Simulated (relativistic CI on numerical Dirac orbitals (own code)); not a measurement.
**Hyperfine structure of Ti VI, mass number 47**

Method of calculation: Dirac-Coulomb-Breit CI, KLI orbitals optimised for each configuration, model QED (radiative potential, 1s self-energy scaled to tabulated hydrogen-like ionisation energies), valence Slater integrals scaled by 0.85, P86 correlation energy added to each configuration (own radial code, finite nucleus).

Configuration list (outside the closed core [Ne]): 3s2 3p5, 3s 3p6, 3s2 3p4 3d, 3s 3p5 3d, 3s2 3p4 4s, 3s2 3p4 4p, 3p6 3d, 3s 3p4 3d2, 3s2 3p4 4d, 3s2 3p4 4f, 3s2 3p4 5s, 3s2 3p4 5p, 3s 3p5 4s, 3s2 3p4 5d, 3s2 3p3 3d2, 3s2 3p2 3d3, 3s 3p3 3d3, 3s2 3p2 3d2 4s, 3s2 3p2 3d2 4p, 3s2 3p2 3d2 4d. Double excitations out of closed p, d and f shells are left out; levels of such configurations are missing from the list, as are those of other unlisted configurations, and high levels can miss mixing partners. These lack a partner that the ground configuration has and come out too high: 3s2 3p4 4f, 3s2 3p4 5s, 3s2 3p4 5p, 3s 3p5 4s, 3s2 3p4 5d.

Nuclear spin I = 5/2, μ = -0.78814 μN, Q = 0.302 b (tables of Stone and Pyykkö). The electronic factors are computed for point nuclear moments, without core polarisation or the Bohr-Weisskopf and QED corrections.

```
            Level  E (cm⁻¹)  A (MHz)  B (MHz)
  3s2 3p5 2P°_3/2       0.0   -581.3     -961
  3s2 3p5 2P°_1/2    5805.9    -2826         
    3s 3p6 2S_1/2  205146.0    -8178         
3s2 3p4 3d 4D_7/2  272596.6   -127.2     -791
3s2 3p4 3d 4D_5/2  272893.9     -285     -282
3s2 3p4 3d 4D_3/2  273412.4   -454.3       13
3s2 3p4 3d 4D_1/2  273879.4    -1017         
3s2 3p4 3d 4F_9/2  293418.4   -309.2     1090
```

Levels with J = 0, under 50 % of one LS term, or S terms without an open s electron are left out. Small factors come from cancelling terms and can be off by tens of per cent or more.

At this charge configurations can still be misplaced by up to about 7 % of their energy. 27 of the 33 excited levels that our extract of the measured tables holds in this range could be paired (the sources list more); they are missed by 8991 cm⁻¹ on average and 16076 at most, and levels without a partner can miss by more.

Q: Give the hyperfine levels of 3s2 3p5 2P°_1/2 relative to its centre of gravity.

A: With K = F(F + 1) − I(I + 1) − J(J + 1), E = AK/2: F = 2: 4946, F = 3: -3533 MHz.
